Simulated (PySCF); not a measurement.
## Structure from NMR data

An unknown has the formula C$_{6}$H$_{4}$ClN$_{3}$. Its calculated NMR data are:

1H NMR (600 MHz, computed): δ 8.97 (s, 1H), 8.23 (m, 1H), 7.96 (d, 1H), 7.36 (d, 1H).

13C{1H} NMR (computed): δ 139.8 (C), 134.5 (C), 131.2 (CH), 129.8 (CH), 128.8 (CH), 123.6 (CH).

Level of theory: σ from GIAO-PBE0/pcSseg-1, geometry: GFN2-xTB, in PySCF (no solvent model, one computed conformer, non-relativistic).

Chemical shifts δ = σref − σ; TMS for 1H and 13C, all at this level.

Q: Deduce the structure.

A: 
The formula gives 6 degrees of unsaturation (2 rings in the answer). 6 carbon signals for 6 carbons: no two carbons are equivalent. Carbon types of the structure: 2 × C, 4 × CH, which accounts for all hydrogens. δC 139.8: ring-fusion aromatic carbon. δC 134.5: aromatic carbon bearing chlorine. δC 131.2, 123.6: aromatic CH. δC 129.8, 128.8: aromatic CH next to a ring nitrogen. δH 8.97, 8.23: hydrogen on an aromatic CH next to a ring nitrogen; ring current plus the neighbouring ring nitrogen. δH 7.96, 7.36: hydrogen on an aromatic CH; the ring current deshields protons in the ring plane.

These data were computed for `Clc1ccc2cnnn2c1`.

The shifts were computed for this structure.

Carbons that carry Cl, above all several Cl atoms, come out too deshielded, partly because spin–orbit coupling is missing. Shifts are as computed. Against solution values, carbons near 30 ppm lie about +3 ppm off and those near 130 ppm about +5 ppm; carbons on Cl a further +6 ppm. Of 1211 compounds with measured shifts, 218 miss one by over three times the rms of a fit or turn the order of signals round; such compounds aren't used in these exercises. No couplings were computed; multiplicities are counted from neighbouring protons, with m where these are inequivalent, close in shift, in a saturated or five-membered ring or joined by F or P, and br s for small geminal =CH2 splittings.
